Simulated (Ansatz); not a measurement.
Input for Ansatz (a first-principles code): R-wB97X-V/def2-TZVPPD on H4OSi (SMILES O[SiH3]) with ghost functions, monomers drawn apart or pushed together. Files ending in .json are basis or fitting sets from the Basis Set Exchange.

Ansatz 0.2 input:
```yaml
crystal:
  periodic: [false, false, false]
  atoms:
    - {symbol: O, position_ang: [-0.60164266, 0.66893016, 2.51478175]}
    - {symbol: Si, position_ang: [-0.00543000, 0.16256001, 3.95769363]}
    - {symbol: H, position_ang: [-0.28951266, 0.23206407, 1.70408000]}
    - {symbol: H, position_ang: [-0.30511038, -1.26963805, 4.22024006]}
    - {symbol: H, position_ang: [-0.65272874, 0.98931765, 4.99913355]}
    - {symbol: H, position_ang: [1.46840005, 0.33344077, 4.05023415]}
basis:
  gaussian:
    orbitals: def2-TZVPPD.json
    ghost_atoms:
      - {symbol: O, position_ang: [0.25536175, -0.53033593, 0.32901628]}
      - {symbol: H, position_ang: [-0.44668994, -0.95934262, -0.17215458]}
      - {symbol: H, position_ang: [0.69917444, 0.06262352, -0.28711103]}
hamiltonian:
  xc: {name: wB97X-V}
scf: {lower_state_search: off}
```

### Question
Predict the final total energy.

### Answer
-367.1265 hartree.

### Question
How many basis functions does it have, and what does it roughly cost on one machine?

### Answer
230 functions; around 8 core-seconds (rough).
